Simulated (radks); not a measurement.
Fractional charge and spin in the 3s shell of chlorine: the spin-up occupation runs from 0 to 1 and the spin-down occupation from 0 to 1; the fullest corner is Cl, [Ne] 3p(up 2.5, down 2.5) 3s(up 1, down 1). Method: scalar-relativistic Kohn-Sham, r2SCAN, spin-polarised, spherical densities, finite nucleus; meta-GGA in the generalised Kohn-Sham scheme; Fermi nuclear charge, rms radius of each element as measured or else 0.836 A^(1/3) + 0.57 fm; computed with a radial shooting solver on a logarithmic mesh with Libxc functionals. Energy (eV) above the fullest corner. The planes named below are the two flat planes that join the four corners, with an edge along up + down = one added electron.

down \ up       0    0.25     0.5    0.75       1
0          67.706  56.371  45.817  36.037  27.021
0.25       56.371  45.952  36.293  27.389  19.228
0.5        45.817  36.293  27.510  19.461  12.135
0.75       36.037  27.389  19.461  12.246   5.730
1          27.021  19.228  12.135   5.730   0.000

Corners above the fullest one (they belong to Cl+ and the next ion): (up 1, down 0) 27.021 eV, (up 0, down 1) 27.021 eV, (up 0, down 0) 67.706 eV. With half an added electron in each spin the energy lies 0.489 eV from the planes, and with half an added electron in spin up alone -1.546 eV. The planes are only a guide here: the flat-plane condition holds for ground states with one frontier orbital, while this shell lies below other occupied shells, so the corners above the fullest one are inner-hole states and not the ground states of those ions.
